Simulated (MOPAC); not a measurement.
MOPAC input (AM1):

```
AM1 PRECISE GNORM=0.05 LET XYZ CHARGE=1 GEO-OK AUX(PRECISION=9) THREADS=1
BeCl

Be   -0.00000000 1   -0.00000000 1   -1.39842396 1
Cl    0.00000000 1    0.00000000 1    0.32904093 1
```

**Question.** What heat of formation does the run end on?

**Answer.** 212.40 kcal/mol.
